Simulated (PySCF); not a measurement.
Computed IR spectrum (relative IR intensity) of a molecule C10H10. Geometry: PBE0-D3(BJ)/def2-SVP. One conformer was computed; it need not be the lowest. Computed with PBE0-D3(BJ)/def2-SVP (PySCF 2.14.0). Harmonic, unscaled wavenumbers; measured fundamentals usually lie a few per cent lower.

```json
[
 {"ν (cm⁻¹)": "240", "relative intensity": "6.1"},
 {"ν (cm⁻¹)": "330", "relative intensity": "2.6"},
 {"ν (cm⁻¹)": "842", "relative intensity": "2.7"},
 {"ν (cm⁻¹)": "919", "relative intensity": "100"},
 {"ν (cm⁻¹)": "1197", "relative intensity": "15"},
 {"ν (cm⁻¹)": "1434", "relative intensity": "69"},
 {"ν (cm⁻¹)": "1709", "relative intensity": "3.3"},
 {"ν (cm⁻¹)": "3178", "relative intensity": "7.6"},
 {"ν (cm⁻¹)": "3277", "relative intensity": "4.6"}
]
```

Task: Pick the molecule that these values belong to.
(A) C=CC(=C)c1ccccc1
(B) C=Cc1cccc(C=C)c1
(C) C=C1C(=C)C(=C)C(=C)C1=C
(D) C#Cc1cccc(CC)c1

Result: C, C=C1C(=C)C(=C)C(=C)C1=C
